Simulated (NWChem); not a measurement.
Program: NWChem. System: C2H2F, charge 0, spin multiplicity 2, at a geometry optimised with UPBE0/def2-SVP. The structure started from a generated list of species. Its SCF solution wasn't tested for a lower state. Level: ULDA (SVWN5)/def2-TZVP.

Part of the output:

```
             Northwest Computational Chemistry Package (NWChem) 7.3.0
             --------------------------------------------------------

                                NWChem Input Module
                                -------------------

 Scaling coordinates for geometry "geometry" by  1.889725989
 (inverse scale =  0.529177249)

 Turning off AUTOSYM since
 SYMMETRY directive was detected!

                             Geometry "geometry" -> ""
                             -------------------------

 Output coordinates in angstroms (scale by  1.889725989 to convert to a.u.)

  No.       Tag          Charge          X              Y              Z
 ---- ---------------- ---------- -------------- -------------- --------------
    1 C                    6.0000     1.20536600    -0.02643900     0.00000000
    2 C                    6.0000    -0.03387700     0.42201800     0.00000000
    3 F                    9.0000    -1.16436000    -0.21612900     0.00000000
    4 H                    1.0000     1.41056100    -1.10404800     0.00000000
    5 H                    1.0000     2.03975100     0.67572900     0.00000000

 Effective nuclear repulsion energy (a.u.)      60.7853044832

            Nuclear Dipole moment (a.u.)
            ----------------------------
        X                 Y               Z
 ---------------- ---------------- ----------------
     0.0000113384    -0.0000113384     0.0000000000

      Symmetry information
      --------------------

 Group name             Cs
 Group number              2
 Group order               2
 No. of unique centers     5

      Symmetry unique atoms

     1    2    3    4    5


 Summary of "ao basis" -> "" (spherical)
 ------------------------------------------------------------------------------
       Tag                 Description            Shells   Functions and Types
 ---------------- ------------------------------  ------  ---------------------
 *                         def2-tzvp                  on all atoms

                                 NWChem DFT Module
                                 -----------------

 Summary of "ao basis" -> "ao basis" (spherical)
 ------------------------------------------------------------------------------
       Tag                 Description            Shells   Functions and Types
 ---------------- ------------------------------  ------  ---------------------
 C                         def2-tzvp                11       31   5s3p2d1f
 F                         def2-tzvp                11       31   5s3p2d1f
 H                         def2-tzvp                 4        6   3s1p

 Summary of "ao basis" -> "ao basis" (spherical)
 ------------------------------------------------------------------------------
       Tag                 Description            Shells   Functions and Types
 ---------------- ------------------------------  ------  ---------------------
 C                         def2-tzvp                11       31   5s3p2d1f
 F                         def2-tzvp                11       31   5s3p2d1f
 H                         def2-tzvp                 4        6   3s1p

      Symmetry analysis of basis
      --------------------------

        a'         73
        a"         32

            General Information
            -------------------
          SCF calculation type: DFT
          Wavefunction type:  spin polarized.
          No. of atoms     :     5
          No. of electrons :    23
           Alpha electrons :    12
            Beta electrons :    11
          Charge           :     0
          Spin multiplicity:     2
          Use of symmetry is: on ; symmetry adaption is: on
          Maximum number of iterations: 100
          AO basis - number of functions:   105
                     number of shells:    41
          Convergence on energy requested:  1.00D-06
          Convergence on density requested:  1.00D-05
          Convergence on gradient requested:  5.00D-04

              XC Information
              --------------
                        Slater Exchange Functional  1.000 local
                      VWN V Correlation Functional  1.000 local

             Grid Information
             ----------------
[...]
   Bfn.  Coefficient  Atom+Function         Bfn.  Coefficient  Atom+Function
  ----- ------------  ---------------      ----- ------------  ---------------
     7      0.225852  1 C  py                68     -0.203122  3 F  px
    35      0.191144  2 C  s                 95     -0.185380  4 H  s
     6     -0.164025  1 C  px                71     -0.159519  3 F  px
    34      0.147355  2 C  s                 37      0.146343  2 C  px
    10      0.138399  1 C  py                94     -0.129877  4 H  s

 Vector   10  Occ=1.000000D+00  E=-3.816605D-01  Symmetry=a'
              MO Center=  7.9D-01, -1.9D-02,  1.8D-15, r^2= 2.4D+00
   Bfn.  Coefficient  Atom+Function         Bfn.  Coefficient  Atom+Function
  ----- ------------  ---------------      ----- ------------  ---------------
     7      0.239962  1 C  py               101      0.220359  5 H  s
    68      0.205155  3 F  px                69     -0.182648  3 F  py
     6      0.178127  1 C  px                71      0.163355  3 F  px
    10      0.159542  1 C  py                95     -0.156534  4 H  s
    72     -0.143422  3 F  py               100      0.143010  5 H  s

 Vector   11  Occ=1.000000D+00  E=-2.469209D-01  Symmetry=a"
              MO Center=  6.0D-01,  9.3D-02,  2.4D-15, r^2= 1.7D+00
   Bfn.  Coefficient  Atom+Function         Bfn.  Coefficient  Atom+Function
  ----- ------------  ---------------      ----- ------------  ---------------
     8      0.329082  1 C  pz                11      0.280015  1 C  pz
    39      0.252114  2 C  pz                42      0.217278  2 C  pz
    14      0.212540  1 C  pz                70     -0.197803  3 F  pz
    73     -0.155507  3 F  pz                76     -0.133553  3 F  pz
    45      0.086227  2 C  pz

 Vector   12  Occ=0.000000D+00  E=-1.534747D-01  Symmetry=a'
              MO Center= -6.4D-02,  5.9D-01, -3.0D-15, r^2= 1.7D+00
   Bfn.  Coefficient  Atom+Function         Bfn.  Coefficient  Atom+Function
  ----- ------------  ---------------      ----- ------------  ---------------
    36      0.533758  2 C  s                 38      0.352354  2 C  py
    41      0.272584  2 C  py                35      0.266646  2 C  s
    96      0.240060  4 H  s                  5     -0.221963  1 C  s
    69     -0.210643  3 F  py                44      0.196613  2 C  py
    75     -0.179051  3 F  py                72     -0.168043  3 F  py

 Vector   13  Occ=0.000000D+00  E=-2.144039D-02  Symmetry=a"
              MO Center=  5.0D-01,  2.0D-01,  8.2D-14, r^2= 2.2D+00
   Bfn.  Coefficient  Atom+Function         Bfn.  Coefficient  Atom+Function
  ----- ------------  ---------------      ----- ------------  ---------------
    14      0.586328  1 C  pz                45     -0.557880  2 C  pz
    39     -0.385134  2 C  pz                42     -0.361370  2 C  pz
     8      0.278576  1 C  pz                11      0.237801  1 C  pz
    76      0.196224  3 F  pz                70      0.167913  3 F  pz
    73      0.125028  3 F  pz                23     -0.054536  1 C  d  1

 Vector   14  Occ=0.000000D+00  E= 4.378906D-02  Symmetry=a'
              MO Center=  1.4D+00,  4.0D-01,  2.0D-14, r^2= 4.6D+00
   Bfn.  Coefficient  Atom+Function         Bfn.  Coefficient  Atom+Function
  ----- ------------  ---------------      ----- ------------  ---------------
   102      2.005599  5 H  s                  5     -1.479784  1 C  s
    36      0.821098  2 C  s                  4     -0.672857  1 C  s
    67     -0.528399  3 F  s                 12     -0.486580  1 C  px
    96      0.431002  4 H  s                 13     -0.364210  1 C  py
    41     -0.235924  2 C  py                74     -0.229443  3 F  px

   alpha - beta orbital overlaps
   -----------------------------

   alpha      1      2      3      4      5      6      7      8      9     10
    beta      1      2      3      4      5      6      7      8      9     10
 overlap   1.000  1.000  1.000  1.000  0.999  0.997  0.923  1.000  0.923  0.999

   alpha     11     12     13     14     15     16     17     18     19     20
    beta     11     12     13     14     15     16     17     19     18     20
 overlap   0.997  0.991  0.997  0.975  0.976  0.998  0.981  0.906  0.997  0.923

   alpha     21     22     23     24     25     26     27     28     29     30
    beta     21     22     23     24     25     26     27     28     29     30
 overlap   0.997  0.995  0.995  0.998  0.996  0.996  0.997  0.999  0.997  0.999

   alpha     31     32     33     34     35     36     37     38     39     40
    beta     31     32     33     34     35     36     37     38     39     40
 overlap   0.999  0.997  0.998  0.998  0.998  0.999  0.996  0.988  0.999  0.987

   alpha     41     42     43     44     45     46     47     48     49     50
    beta     41     43     42     44     45     46     47     48     49     50
 overlap   0.990  0.959  0.997  0.961  0.997  0.999  0.998  1.000  1.000  1.000

   alpha     51     52     53     54     55     56     57     58     59     60
    beta     51     52     53     54     55     56     57     58     59     61
 overlap   0.999  0.999  0.999  0.999  1.000  1.000  0.998  0.997  0.997  0.999

   alpha     61     62     63     64     65     66     67     68     69     70
    beta     60     62     63     64     65     66     67     69     68     70
 overlap   0.998  0.998  0.998  0.998  0.998  0.997  0.990  0.992  0.956  0.820

   alpha     71     72     73     74     75     76     77     78     79     80
    beta     71     72     73     74     75     76     77     78     79     80
 overlap   0.844  0.995  0.991  0.955  0.954  0.997  0.996  0.996  0.998  0.962

   alpha     81     82     83     84     85     86     87     88     89     90
    beta     81     82     83     84     85     86     87     88     89     90
 overlap   0.961  0.999  1.000  0.999  0.999  1.000  0.998  0.999  0.998  1.000

   alpha     91     92     93     94     95     96     97     98     99    100
    beta     91     92     93     94     95     96     97     98     99    100
 overlap   1.000  1.000  1.000  1.000  1.000  1.000  1.000  1.000  1.000  1.000

   alpha    101    102    103    104    105
    beta    101    102    103    104    105
 overlap   1.000  1.000  1.000  1.000  1.000

     --------------------------
     Expectation value of S2:
     --------------------------
      <S2> =      0.7562 (Exact =     0.7500)

 center of mass
 --------------
 x =  -0.19251550 y =   0.00878122 z =   0.00000000

 moments of inertia (a.u.)
 ------------------
          16.857915024023         -14.526734775591           0.000000000000
         -14.526734775591         174.755938185348           0.000000000000
           0.000000000000           0.000000000000         191.613853209371

     Multipole analysis of the density
     ---------------------------------

     L   x y z        total         alpha         beta         nuclear
     -   - - -        -----         -----         ----         -------
     0   0 0 0     -0.000000    -12.000000    -11.000000     23.000000

     1   1 0 0      0.337044      0.339100     -0.002067      0.000011
     1   0 1 0     -0.149744     -0.684683      0.534950     -0.000011
     1   0 0 1      0.000000     -0.000000      0.000000      0.000000

     2   2 0 0    -11.805796    -55.077829    -53.418830     96.690864
     2   1 1 0     -0.062782     -2.952751     -3.569613      6.459581
     2   1 0 1     -0.000000      0.000000     -0.000000      0.000000
     2   0 2 0    -12.411772    -13.701631    -10.025867     11.315727
     2   0 1 1     -0.000000     -0.000000     -0.000000      0.000000
     2   0 0 2    -13.892618     -7.284692     -6.607926      0.000000

 Task  times  cpu:        2.3s     wall:        2.3s

 Total times  cpu:        2.3s     wall:        2.3s
```

Problem. Write an NWChem input that would produce this output.

Solution. This is not unique; one that fits is 
```
start mol
memory heap 200 mb stack 900 mb global 1100 mb
geometry units angstroms nocenter noautoz
  C      1.205366    -0.026439     0.000000
  C     -0.033877     0.422018     0.000000
  F     -1.164360    -0.216129     0.000000
  H      1.410561    -1.104048     0.000000
  H      2.039751     0.675729     0.000000
  symmetry group Cs
end
basis spherical
  * library def2-tzvp
end
dft
  xc slater vwn_5
  odft
  mult 2
  semidirect memsize 60000000 filesize 0
  iterations 100
end
task dft energy
```
